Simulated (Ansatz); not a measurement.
System: tribromo(methyl)silane, CH₃Br₃Si, charge 0, multiplicity 1. 
Geometry from a B3LYP-D3(BJ)/def2-TZVP (Ansatz, a first-principles code) optimisation:
```
Si
C 1 1.8507
H 2 1.0906 1 109.79
H 2 1.0906 3 109.15 1 -120.39
H 2 1.0906 3 109.15 4 -119.22
Br 1 2.2232 2 110.17 3 -60.00
Br 1 2.2232 2 110.17 3 60.00
Br 1 2.2232 2 110.17 3 180.00
```
Charge 0, spin multiplicity 1.

Total electronic energies in hartree. Cores are frozen in the correlated levels unless marked. Spin-orbit coupling is left out. Frozen are the shells of the preceding noble gas and the d and f shells that filled before the atom's block. Non-relativistic. Basis-set limits of correlation are two-point, X^-3; Hartree-Fock from the larger set.

| level | program | energy (Eh) |
|---|---|---|
| PBE-D4/def2-TZVPD | Ansatz + dftd4 | [?] |
| revPBE-D3(BJ)/def2-TZVPD | Ansatz + dftd3 | -8051.34909 |
| revPBE/def2-TZVPD | Ansatz | -8051.32353 |
| BHLYP/def2-TZVPD | Ansatz | [?] |
| MP2/def2-QZVPPD | Ansatz | -8047.00324 |
| RI-MP2/def2-QZVPPD | Ansatz | -8047.00288 |
| SCS-MP2/def2-SVPD | Ansatz | -8045.51448 |
| SCS-MP2/def2-QZVPP | Ansatz | -8046.99989 |
| CCSD(T)/CBS(def2-TZVPPD,def2-QZVPPD) | Ansatz | -8047.1463 |

Q: Fill in the missing entries.

A: 
- PBE-D4/def2-TZVPD, energy (Eh): -8050.71127
- BHLYP/def2-TZVPD, energy (Eh): -8052.01320
